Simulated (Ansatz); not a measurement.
The same path of C$_{2}$H$_{7}$NSSi (12 atoms, charge 0, multiplicity 1) was run twice with different band settings. The coordinate that changes most is the dihedral C1–N2–C3–H8.

Method: RKS PBE-D4/def2-SVP in Ansatz.

Relaxed end points:

```xyz
12
Properties=species:S:1:pos:R:3
C -1.815 1.016 0.040
N -0.799 0.356 -0.356
C 0.439 1.042 -0.609
S 1.769 0.318 0.458
Si 1.045 -1.729 0.505
H -2.760 0.479 0.254
H -1.809 2.124 0.187
H 0.724 0.880 -1.670
H 0.419 2.140 -0.402
H 2.215 -2.446 1.126
H -0.157 -1.955 1.377
H 0.806 -2.280 -0.874
```

```xyz
12
Properties=species:S:1:pos:R:3
C -1.821 0.568 -0.192
N -0.909 1.153 0.485
C 0.364 1.356 -0.158
S 1.728 0.485 0.743
Si 1.123 -1.561 0.419
H -2.808 0.383 0.275
H -1.685 0.226 -1.250
H 0.391 1.053 -1.234
H 0.646 2.427 -0.082
H 2.289 -2.381 0.890
H -0.111 -1.954 1.184
H 0.870 -1.808 -1.046
```

Common settings: climbing image yes; spring 5.0 eV/Å²; optimiser quadratic models (default); start path IDPP; force threshold 0.03 eV/Å; iteration limit 60; end points relaxed.

| run | movable images |
| --- | --- |
| 1 | 5 |
| 2 | 3 |

What does each run give, and how far can it be trusted?

Run 1: converged after 27 iterations, highest image 0.097 eV above the first end. The profile has 2 maxima (images 2, 5) with wells between them (image 3): this band takes more than one step, which may be the mechanism or a detour left from its start path. A vibrational analysis at the climbing image gives one clearly imaginary mode, 82i cm⁻¹: a first-order saddle point.
Run 2: converged after 37 iterations, highest image 0.097 eV above the first end. The profile has 2 maxima (images 1, 3) with wells between them (image 2): this band takes more than one step, which may be the mechanism or a detour left from its start path. Another band between the same ends (5 images) ends at a top of the same energy, where a vibrational analysis finds 1 clearly imaginary mode. So few images can step over the top or miss a turn of the path.
